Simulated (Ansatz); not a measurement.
A nudged elastic band was laid between two geometries of AlBrClF2H (6 atoms, charge 0, multiplicity 1).

These are results of RKS r2SCAN-D4/def2-SVP (Ansatz 0.2.0), not measurements.

```
movable images  : 9
climbing image  : yes
spring          : 5.0 eV/Å²
optimiser       : quadratic models (default)
start path      : through a guess of the saddle point
force threshold : 0.03 eV/Å
iteration limit : 60
end points      : relaxed
```

First end point:

```xyz
6
Properties=species:S:1:pos:R:3
Al 0.002 -0.008 0.160
Cl -0.011 0.667 2.154
F 1.419 0.090 -0.692
F -1.426 -0.008 -0.679
Br 0.094 -2.595 0.788
H 0.098 -2.174 2.157
```

Last end point:

```xyz
6
Properties=species:S:1:pos:R:3
Al 0.020 -0.540 -0.128
Cl 0.014 0.098 2.309
F 1.416 0.225 -0.584
F -1.432 0.127 -0.565
Br 0.099 -2.768 0.256
H 0.060 -1.170 2.599
```

Task: Which bonds break or form, and what moves?

Result: Bonds broken: Br5–H6. Bonds formed: Cl2–H6.

Task: What energy profile does the band end with?

Result: It converged. The highest image is number 5 of 0 to 10, 12.7 kJ/mol above the first end and 14.1 kJ/mol above the last; the last end lies 1.4 kJ/mol below the first. A vibrational analysis at the climbing image gives one clearly imaginary mode, 312i cm⁻¹: a first-order saddle point. The orbitals stay closed-shell, which can raise the energy where a bond breaks towards radicals; this wasn't checked here.

```csv
image,path coordinate (Å),energy (kJ/mol),Br5–H6 (Å),Cl2–H6 (Å)
0,0.00,0.0,1.43,2.84
1,0.20,0.7,1.44,2.59
2,0.39,2.8,1.45,2.35
3,0.59,5.8,1.48,2.11
4,0.79,9.9,1.54,1.88
5,0.99,12.7,1.67,1.65
6,1.18,9.4,1.87,1.47
7,1.38,4.4,2.10,1.37
8,1.58,1.3,2.34,1.33
9,1.78,-0.7,2.59,1.31
10,1.97,-1.4,2.84,1.30
```

Task: What is the geometry of the highest image?

Result: 
```xyz
6
Properties=species:S:1:pos:R:3
Al 0.013 -0.304 0.082
Cl 0.011 0.188 2.273
F 1.436 0.126 -0.644
F -1.444 0.028 -0.625
Br 0.097 -2.631 0.815
H 0.064 -1.435 1.986
```

Task: What are the harmonic wavenumbers there?

Result: 312i, 113, 166, 170, 201, 279, 371, 589, 733, 805, 971, 1160 cm⁻¹.

Run time: 4.7 min on 4 threads of Arm Neoverse V1 (shared host), peak memory 0.18 GiB.
